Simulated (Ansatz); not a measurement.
Saddle point of CH$_{7}$BrGe, singlet (GeH₃Br ([GeH3][Br]) + CH₄ → CH₆Ge ([CH3][GeH3]) + HBr; bonds formed: Ge1–C7, Br2–H6; bonds broken: Ge1–Br2, H6–C7), PBE0-D4/def2-TZVP structure:

```
10
angstrom
Ge -0.6232 -0.9802 -0.0538
Br 2.3076 -1.1917 0.0599
H -0.3310 -1.6232 -1.3985
H -0.4409 -1.7001 1.2712
H -2.0374 -0.3389 -0.0934
H 0.8756 0.1842 0.0413
C 0.1021 1.1442 0.0371
H -0.4825 1.3671 0.9273
H -0.4050 1.4195 -0.8851
H 1.0347 1.7190 0.0938
```

Energies are electronic, without zero-point energy. Barriers and step energies count from the start structure reached by relaxing down the imaginary mode; all methods use the PBE0-D4 structures, on which another method's saddle can fall below an end. Program: Ansatz 0.2.0. Basis: def2-TZVPP, with def2-QZVPP for the basis limit. Cores are frozen in the correlated methods. Filled d shells of the heavier atoms are correlated. The def2 sets are not built for correlating such inner shells, so the correlated values are less sure here. B3LYP uses VWN-RPA correlation. Extrapolation: Hartree–Fock as exp(−7.88 √X), correlation as X^−2.97.

```csv
method,barrier (eV),step energy (eV)
SPW92,2.106,0.830
PBE-D4,2.418,0.956
BLYP-D4,2.576,0.986
r2SCAN-D4,2.541,1.013
B97M-V,2.732,1.008
PBE0-D4,?,0.997
B3LYP-D4,2.685,1.019
r2SCAN0-D4,2.634,1.036
BHLYP-D4,2.843,1.083
CAM-B3LYP-D4,?,0.995
wB97X-V,2.751,1.008
wB97M-V,2.686,1.006
B2PLYP,2.776,1.021
PBE-QIDH,?,1.010
RPA on PBE,2.826,0.920
HF,3.284,1.214
MP2,2.724,0.965
CCSD,2.871,0.964
CCSD(T),2.781,0.941
```

Fill in the withheld barriers. (To be estimated.)

Computed: PBE-QIDH 2.686; PBE0-D4 2.560; CAM-B3LYP-D4 2.754 eV. Each is the energy of the saddle less that of the start structure, by the same method.

For comparison, the barrier by CCSD(T) at an estimated basis limit (MP2 extrapolated from triple and quadruple zeta, plus CCSD(T) − MP2 in triple zeta) is 2.721 eV.

No T1 diagnostic of these runs exceeds 0.010.

Labels in which every atom is bracketed show which atoms are joined, not bond orders.

For scale, one of the runs: CCSD(T)/def2-TZVPP, 225 basis functions, launched by `ansatz run in.yaml --threads 8 --pin off --events-out ev --progress --plain --max-ram 19148MiB`. Time: 23 s of wall clock on 8 CPU threads of an Intel Xeon 6975P-C; the host was shared. Peak host memory: 4.2 GiB.
